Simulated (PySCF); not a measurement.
Vertical excitations of a molecule C4H7NSi from TDA-PBE/def2-SVPD (PySCF), as energy in eV (oscillator strength): 3.77 (0.000), 4.05 (0.000), 4.85 (0.019), 5.19 (0.000), 5.46 (0.018), 5.90 (0.045), 6.04 (0.025), 6.08 (0.000), 6.20 (0.021), 6.40 (0.000). Lowest triplet (TDA): 3.05 eV. Geometry optimised at PBE0-D3(BJ)/def2-SVP. Other conformers were not sampled.

Problem. Which structure fits?
A. C1=C[SiH2]C=NC1
B. CC1=C[SiH2]N=C1
C. N#CC1([SiH3])CC1
D. [SiH3]C1=NCC=C1

Solution. A, C1=C[SiH2]C=NC1
